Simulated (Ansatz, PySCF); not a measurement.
Dimer: HF (SMILES F) (first 2 atoms) with C2H2 (SMILES C#C); geometry from B3LYP-D3(BJ)/def2-TZVP, rigid monomers moved along the line of their centres of mass till H2···C3 is 1.99 Å.
(charge 0, multiplicity 1):
```xyz
6

F     -0.0325    -0.0116     0.3487
H     -0.0182    -0.0044     1.2833
C      0.2518    -0.5381     3.1787
C     -0.2334     0.5575     3.1777
H      0.6828    -1.5107     3.1876
H     -0.6641     1.5302     3.1849
```

Quantity: the interaction energy.

Counterpoise-corrected where a basis set is named; no monomer relaxation.

Frozen-core correlation. CBS(a, b) extrapolates the correlation energy as X⁻³ and adds the Hartree–Fock energy of set b.

Programs: Ansatz (Gaussian basis) for Hartree–Fock, density functionals and correlated methods; PySCF for the dispersion terms. Values without a source in brackets are computed.

Costs are ratios of core time to PBE/def2-TZVPPD (roughly 3 s), for whole runs (searches for the state included, and forces where a run took them) on one shared machine, so rough; each difference counts from -3.64 kcal/mol (CCSD(T)/CBS(aug-cc-pVDZ, aug-cc-pVTZ), a level with limits of its own).

A star marks coupled-cluster runs past 200 virtual orbitals, where the program's memory plan changes under this machine's limit, so their costs aren't comparable with smaller runs.

```
level                      basis functions  cost  difference (kcal/mol)
-------------------------  ---------------  ----  ---------------------
PBE/def2-TZVPPD                        165    ×1                  -0.73
PBE-D3(BJ)/def2-TZVPPD                 165    ×1                  -1.38
PBE0/def2-TZVPPD                       165    ×1                  -0.69
PBE0-D3(BJ)/def2-TZVPPD                165    ×1                  -1.25
B3LYP/def2-TZVPPD                      165    ×1                   0.44
B3LYP-D3(BJ)/def2-TZVPPD               165    ×1                  -0.63
r2SCAN/def2-TZVPPD                     165    ×1                  -1.01
r2SCAN-D3(BJ)/def2-TZVPPD              165    ×1                  -1.19
wB97X-V/def2-TZVPPD                    165    ×3                  -0.53
wB97M-V/def2-TZVPPD                    165    ×3                  -0.44
CCSD(T)/aug-cc-pVDZ                     96    ×5                   1.40
CCSD(T)/aug-cc-pVTZ                    207  ×40*                   0.38
```

The cheapest listed level whose difference stays within 0.25 kcal/mol: none of those listed.

Ansatz is a program for electronic structure.
